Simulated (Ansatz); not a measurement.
An input meant for the cluster TiAl2⁻ (charge -1, doublet).

```yaml
crystal:
  periodic: [false, false, false]
  atoms:
    - {symbol: Ti, position_ang: [0.007529, -1.249229, 0.728589]}
    - {symbol: Al, position_ang: [-1.245123, 0.657387, -0.295241]}
    - {symbol: Al, position_ang: [0.307529, -1.249229, 1.028589]}
basis:
  gaussian: {orbitals: "6-31G*"}
total_charge: -1
magnetization: {spin_polarized: true, initial_magnetization: 1}
hamiltonian: {xc: {name: SPW92}}
```

```sh
$ ansatz run in.yaml --threads 4 --pin off --events-out ev --progress --plain --max-ram 3916MiB
```

Shortened log:

```
Functional definition: SPW92
802 factors; their error is unknown
mean field evaluation 1: about -34968.6886 eV, gradient 1.2e2 eV
mean field evaluation 2: about -33587.2853 eV, gradient 2.8e2 eV
mean field evaluation 4: about -34988.3106 eV, gradient 6.1e1 eV
mean field evaluation 8: about -35048.7848 eV, gradient 4.6e0 eV
mean field evaluation 16: about -35049.1244 eV, gradient 1.8e-1 eV
mean field evaluation 32: about -34968.6886 eV, gradient 1.2e2 eV
mean field evaluation 64: about -35049.0636 eV, gradient 6.4e-1 eV
mean field evaluation 96: about -35049.0721 eV, gradient 1.2e-1 eV
mean field evaluation 128: about -35047.6300 eV, gradient 3.5e0 eV
mean field evaluation 160: about -35048.8595 eV, gradient 2.8e-1 eV
a density is far from that of the atoms, so the factors are made again for it
781 factors; integrals over basis functions are off by at most 3.6e-4 eV
mean field evaluation 192: about -35049.0728 eV, gradient 2.0e-6 eV
mean field -35049.07284451 eV, -1288.0296699208 hartree, gradient 2.0e-6 eV, S^2 1.245900; 0 other end points of the search recorded, 0 dependent functions left out
reference -35049.07286926 eV, -1288.0296708306 hartree; 25, 24 occupied and 49, 50 virtual orbitals, 781 factors
Total energy: -35049.07286926 eV, -1288.0296708306 hartree
```

Question: What is wrong with this run?

Answer: One atom was put on top of another. The run converged. The result belongs to that input, not to the species as meant. The highest occupied level of an anion often lies above zero with these methods, and sets without diffuse functions describe the outer electron poorly. The charge -1 doublet is spin-contaminated (final ⟨S²⟩ up to 1.25, 0.75 for a pure state).
